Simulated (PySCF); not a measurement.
## Gas-phase XPS of `CC#[C][GeH2][O]C`, computed

C₄H₈GeO.
Structure used (PBE0-D3(BJ)/def2-SVP), in Å, numbered top down from 1:
```xyz
14
C4H8GeO angstrom
C      2.964    0.163    0.800
C      1.726    0.460    0.105
C      0.686    0.705   -0.482
Ge    -0.934    1.088   -1.390
O     -2.285    0.937   -0.241
C     -2.446   -0.241    0.496
H      3.699   -0.291    0.117
H      2.791   -0.543    1.627
H      3.412    1.077    1.222
H     -0.982    2.543   -1.862
H     -1.119    0.079   -2.540
H     -2.716   -1.106   -0.142
H     -1.537   -0.513    1.065
H     -3.264   -0.091    1.218
```

Level of theory: delta-SCF UKS SCAN, pcX-2 on the ionised atom, pcseg-1 elsewhere, spin-free X2C (PySCF). These are vertical core ionisation energies against the vacuum level, from separate self-consistent calculations with and without the core hole.

Problem. List the computed XPS lines with their assignment.

Solution. 
| atom(s) | bonded to | level | binding energy (eV) | above the level's lowest (eV) | count |
| --- | --- | --- | --- | --- | --- |
| C1 | C and 3 H | C 1s | 291.74 | +2.09 | 1 |
| C2 | C (triple bond) and C | C 1s | 290.39 | +0.74 | 1 |
| C3 | C (triple bond) and Ge | C 1s | 289.65 | 0.00 | 1 |
| O5 | C and Ge | O 1s | 537.33 | 0.00 | 1 |
| C6 | O and 3 H | C 1s | 291.94 | +2.29 | 1 |

Lowest listed C 1s: C3, bonded to C (triple bond) and Ge. Highest, 2.29 eV above it: C6, bonded to O and 3 H.

Problem. What is the C 1s shift of C2 against C1?

Solution. 290.39 − 291.74 = -1.35 eV, or -130 kJ/mol.

The unrestricted hole states depart most from a pure doublet (⟨S²⟩ = 0.75; over 0.85 named) for C 1s of C2 (0.86), which makes this value less certain. No level of germanium is listed. Isolated species at its PBE0-D3(BJ)/def2-SVP geometry (one conformer only).
